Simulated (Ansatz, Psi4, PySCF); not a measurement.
C2H2Cl, charge -1, singlet, geometry from GFN2-xTB. Base run: WB97X/cc-pVDZ in PySCF.

Geometry (Å):
```xyz
5

C     -0.1178     0.9724     0.0040
C      1.2095     1.0678     0.0113
Cl    -0.5970    -0.8590    -0.0072
H      1.9769     0.2812     0.0115
H      1.6222     2.0794     0.0183
```
Charge -1, spin multiplicity 1.
All else is at PySCF's defaults.

The same geometry, method and basis name were run in Ansatz (a first-principles code) and Psi4 and PySCF, at each program's defaults and at the settings that a row names. The base is PySCF at its defaults. Differences at the defaults can come from grids, fitting, cores and function types together.

```
code and settings                                                                             ΔE vs base (µEh)  basis functions      E (Eh)  SCF cycles
--------------------------------------------------------------------------------------------  ----------------  ---------------  ----------  ----------
PySCF, defaults (exact integrals, its default grid, spherical functions)                                   0.0               56  -537.53386          10
Psi4, defaults (density fitting with its default set, its default grid, spherical functions)              -203               56  -537.53406           9
Ansatz, defaults (factorised integrals, its default grid, spherical functions)                            -5.8               56  -537.53386           -
PySCF, density fitting with def2-universal-jkfit                                                         -35.3               56  -537.53389          10
PySCF, fine grid                                                                                          -5.5               56  -537.53386          10
Psi4, exact integrals, spherical functions, fine grid                                                     -4.6               56  -537.53386          13
Ansatz, high accuracy                                                                                     -5.8               56  -537.53386           -
```
